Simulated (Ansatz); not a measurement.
The same path of C$_{2}$H$_{7}$FN$_{2}$Si (13 atoms, charge 0, multiplicity 1) was run 3 times with different band settings. The coordinate that changes most is the height of N6 over the plane of its neighbours.

All numbers below come from RKS BLYP-D4/6-31G* in Ansatz.

Relaxed end points:

```xyz
13
Properties=species:S:1:pos:R:3
C 0.534 -1.829 0.850
C 0.393 -0.412 0.331
F 1.073 0.455 1.278
N 0.740 -0.115 -1.050
Si -0.798 0.587 -0.722
N -1.021 2.267 -0.406
H 1.603 -2.116 0.885
H 0.004 -2.534 0.192
H 0.124 -1.913 1.869
H 1.699 -0.027 -1.399
H -1.961 0.135 -1.539
H -1.914 2.728 -0.572
H -0.454 2.739 0.299
```

```xyz
13
Properties=species:S:1:pos:R:3
C 0.546 -1.807 0.856
C 0.388 -0.403 0.308
F 1.078 0.489 1.225
N 0.706 -0.135 -1.085
Si -0.843 0.559 -0.720
N -1.174 2.171 -0.198
H 1.616 -2.085 0.882
H 0.012 -2.528 0.218
H 0.148 -1.873 1.881
H 1.663 0.004 -1.424
H -1.979 0.109 -1.570
H -1.625 2.853 -0.809
H -0.517 2.610 0.450
```

Common settings: spring 5.0 eV/Å²; optimiser quadratic models (default); start path through a guess of the saddle point; force threshold 0.05 eV/Å; end points relaxed.

| run | movable images | climbing image | iteration limit |
| --- | --- | --- | --- |
| 1 | 7 | yes | 45 |
| 2 | 3 | no | 60 |
| 3 | 6 | no | 60 |

(1) What does each run give, and how far can it be trusted?

## Answers

(1) Run 1: converged after 22 iterations, highest image 0.000 eV above the first end. A structure lower than the first end lies on the path between it and the top, so the climb from that side starts below the end, which may itself be a saddle point or a shallow side well. The top lies less than 8 meV above the higher end, about what the thresholds resolve: that end is a shoulder or a very shallow well. A vibrational analysis at the climbing image gives one clearly imaginary mode, 134i cm⁻¹: a first-order saddle point.
Run 2: converged after 17 iterations, highest image 0.001 eV above the first end. The top lies less than 8 meV above the higher end, about what the thresholds resolve: that end is a shoulder or a very shallow well. No image climbed, so the highest image needn't sit at the top of the path. So few images can step over the top or miss a turn of the path.
Run 3: converged after 17 iterations, highest image 0.001 eV above the first end. The top lies less than 8 meV above the higher end, about what the thresholds resolve: that end is a shoulder or a very shallow well. No image climbed, so the highest image needn't sit at the top of the path.
